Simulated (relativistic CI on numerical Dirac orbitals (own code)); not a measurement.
## Radial parameters of Tm18+

Method of calculation: Dirac-Coulomb-Breit CI, orbitals from a KLI potential per configuration, QED by a radiative potential, unscaled Slater integrals (own radial code, finite nucleus).

Slater integrals F^k, G^k are unscaled and averaged over j, outside the closed core [Ar] 3d10 4p6 4d10; ζ comes from projecting the Hamiltonian with its Breit term on Σ l·s of the shell.

- 4s²4f⁵: F^2(4f,4f) = 185330, F^4(4f,4f) = 119490, F^6(4f,4f) = 86949, ζ(4f) = 3992.6 cm⁻¹; <r>(4f) = 0.5512, <r^2>(4f) = 0.3542 (bohr units).
- 4s²4f⁴5s: F^2(4f,4f) = 188030, F^4(4f,4f) = 121330, F^6(4f,4f) = 88324, ζ(4f) = 4138.5, G^3(4f,5s) = 31569 cm⁻¹; <r>(4f) = 0.5446, <r^2>(4f) = 0.3455, <r>(5s) = 0.9554, <r^2>(5s) = 1.016 (bohr units).
- 4s²4f³5s²: F^2(4f,4f) = 191060, F^4(4f,4f) = 123410, F^6(4f,4f) = 89882, ζ(4f) = 4286.6 cm⁻¹; <r>(4f) = 0.5373, <r^2>(4f) = 0.3359 (bohr units).

Averages of the first 8 configurations, taken without configuration mixing, which lowers the lowest level and can move excited configurations by several eV; other configurations of the list can lie among them:

```
Configuration  Parity  States  Average energy above the lowest level (eV)
       4s²4f⁵     odd    2002                                        13.6
     4s²4f⁴5s    even    2002                                        41.3
    4s²4f³5s²     odd     364                                        76.5
     4s²4f⁴5p     odd    6006                                        84.0
   4s²4f³5s5p    even    4368                                       116.9
    4s²4f³5p²     odd    5460                                       162.0
     4s²4f⁴6s    even    2002                                       209.9
        4s4f⁶    even    6006                                       496.3
```
